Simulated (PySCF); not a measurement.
## Stretching AsN

Set-up: basis As pcseg-1, N pcseg-1; no relativity; PySCF 2.14. Energies in eV from As + N in their ground configurations at the same level. State: ¹Σ⁺ (singlet), closed shell.

```
R (Å)  r²SCANh
1.389   -1.931
1.454   -3.146
1.518   -3.821
1.567   -4.064
1.615   -4.137
1.663   -4.077
1.728   -3.846
1.809   -3.388
1.906   -2.691
2.035   -1.651
```

Task: Put a parabola through the three lowest points of the r²SCANh curve and estimate Re, k and ωe (reduced mass 11.8 u; 1 eV/Å² = 0.16022 mdyn/Å; ωe = 1302.8·√(k/μ) cm⁻¹).

Result: Through R = 1.567, 1.615, 1.663 Å the second-order coefficient is 28.9 eV/Å², so Re ≈ 1.617 Å, k ≈ 9.25 mdyn/Å and ωe ≈ 1153 cm⁻¹. A polynomial fit of higher order to the unrounded r²SCANh energies gives Re = 1.615 Å, k = 8.94 mdyn/Å, ωe = 1134 cm⁻¹; anharmonicity and rounding make the difference.

The higher-order fit for each curve: r²SCANh: Re = 1.615 Å, ωe = 1134 cm⁻¹, De = 4.14 eV.
